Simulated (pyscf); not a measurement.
## HO–Ge(OH)(OH)–Cl, singlet

Gas-phase minimum from PySCF at ωB97X-D3(BJ)/def2-SVP, one conformer. 

```xyz
8

O      1.6738     0.2234    -0.5954
Ge     0.0856     0.4980     0.0811
O      0.0412     2.0667     0.8502
O     -1.1088     0.4447    -1.1937
Cl    -0.3437    -1.0253     1.5331
H      2.3693     0.1684     0.0711
H     -0.8085     2.2672     1.2613
H     -1.1578    -0.4110    -1.6371
```

Bonded distances (Å): O1–Ge2 1.748, O1–H6 0.965, Ge2–O3 1.748, Ge2–O4 1.748, Ge2–Cl5 2.148, O3–H7 0.965, O4–H8 0.965. Angles (°): Ge2–O1–H6 113.4, O1–Ge2–O3 109.5, O1–Ge2–O4 109.5, O1–Ge2–Cl5 109.4, O3–Ge2–O4 109.3, O3–Ge2–Cl5 109.5, O4–Ge2–Cl5 109.6, Ge2–O3–H7 113.3, Ge2–O4–H8 113.4.

Properties at ωB97X-D3(BJ)/def2-SVP:

```yaml
harmonic_wavenumbers_unscaled: 65, 76, 201, 216, 217, 257, 259, 283, 442, 738, 784, 785, 893, 906, 907, 3904, 3905, 3907 cm⁻¹
zero_point_energy: 26.8 kcal/mol
rotational_symmetry_number: 2
Entropy of this conformer at 298 K and 1 atm, rigid rotor and harmonic oscillator, modes under 100 cm⁻¹ raised to 100: 363.9 J/(mol K)
dipole_moment: 0.85 D
```

Single-point totals, which compare only within one level:

```
level                   total energy (hartree)
----------------------  ----------------------
ωB97X-D3(BJ)/def2-TZVP             -2764.92777
PBE/def2-TZVP                      -2764.19253
r²SCAN/def2-TZVP                   -2764.78868
B3LYP-D3(BJ)/def2-TZVP             -2765.00035
PBE0-D3(BJ)/def2-TZVP              -2764.28605
M06-2X/def2-TZVP                   -2764.85344
ωB97M-D3(BJ)/def2-TZVP             -2765.05237
```

Soft torsions are taken as harmonic, which can shift the entropy by several J/(mol K). Elements up to Kr have no core potential and no relativistic terms here.
